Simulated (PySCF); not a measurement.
Stationary points of ZrO₂⁻

Level of theory: PBE in PySCF with Zr def2-SVPD with ECP28, O def2-SVPD; scalar-relativistic core potentials, no spin–orbit coupling; density-fitted integrals.

Relaxations began from a few typed shapes; open shells are unrestricted. The search is not exhaustive: other isomers or separated fragments can lie lower, and high-lying points may rest on an excited occupation.

(1) Which is the lowest minimum found?
A. doublet C2v: Zr–O 1.822 Å (×2); O–Zr–O 108.6°
B. doublet C2v: Zr–O 1.822 Å (×2); O–Zr–O 108.7°
C. doublet C2v: O–O 1.474 Å, Zr–O 1.989 Å (×2); O–O–Zr 68.3° (×2), O–Zr–O 43.5°
D. doublet D∞h: Zr–O 1.910 Å (×2); O–Zr–O 180.0°

Answers

(1) B. The others lie at 0.4 (doublet C2v), 189.9 (doublet D∞h, a saddle point), 468.3 (doublet C2v) kJ/mol above it.

For the lowest minimum: the highest occupied level lies above zero, a sign of self-interaction error or too small a basis; response properties are unreliable. Other spin states or occupations of the open shell can lie lower. The lowest empty level of this anion is unbound, so it and the gap depend on the basis.
